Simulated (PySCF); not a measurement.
B(Me)2(OEt), C4H11BO, SMILES B(OCC)(C)C at its GFN2-xTB optimised geometry (Å):

```
17

B     -0.5494     0.1177     0.0000
C     -1.2453    -1.3135    -0.0247
H     -0.5227    -2.1230    -0.0664
H     -1.9094    -1.4112    -0.8806
H     -1.8600    -1.4601     0.8611
C     -1.4415     1.4460     0.0000
H     -1.1920     2.1062     0.8291
H     -2.5039     1.2299     0.0629
H     -1.2823     2.0187    -0.9134
O      0.7862     0.1177     0.0000
C      1.6176     1.2549     0.0479
C      2.0313     1.5634     1.4831
H      2.5039     1.0225    -0.5538
H      1.1124     2.1230    -0.3909
H      2.5301     0.7017     1.9193
H      2.7085     2.4131     1.5008
H      1.1546     1.7944     2.0835
```

Level of theory: CAM-B3LYP/def2-SVP (PySCF).

Map of the electron localisation function on the plane z = 1.0 Å:

```
|0000000000000000000000000000000|
|0000000000000000000000000000000|
|0000000000000000000000000000000|
|0000000000000000000000000000000|
|0000000000011000000000255300000|
|0000000001577400000001699950000|
|0000000015999920000004899983000|
|0000000017999950000015999994000|
|0000000017999970000135899983000|
|0000011116999960001455788741000|
|0000145424899830002686554200000|
|0000378743576400002787542000000|
|0000378752234310001577542000000|
|0000145521134322210123332100000|
|0000000000022124553000122000000|
|0000000000012124666200011000000|
|0000000000123323466410000000000|
|0000000477644311145410000000000|
|0000005999984210013200000000000|
|0000028999995210000000000000000|
|0000028999995210000000000000000|
|0000016999973233100000000000000|
|0000003799731255200000000000000|
|0000000233100244200000000000000|
|0000000000000122000000000000000|
|0000000000000000000000000000000|
|0000000000000000000000000000000|
|0000000000000000000000000000000|
|0000000000000000000000000000000|
|0000000000000000000000000000000|
|0000000000000000000000000000000|
```
Scale: ten equal steps from 0.000 (start of '0') to 0.999 (end of '9'), in the order '0123456789'; x runs from -5.00 to 5.00, y from -5.00 (bottom) to 5.00 (top).
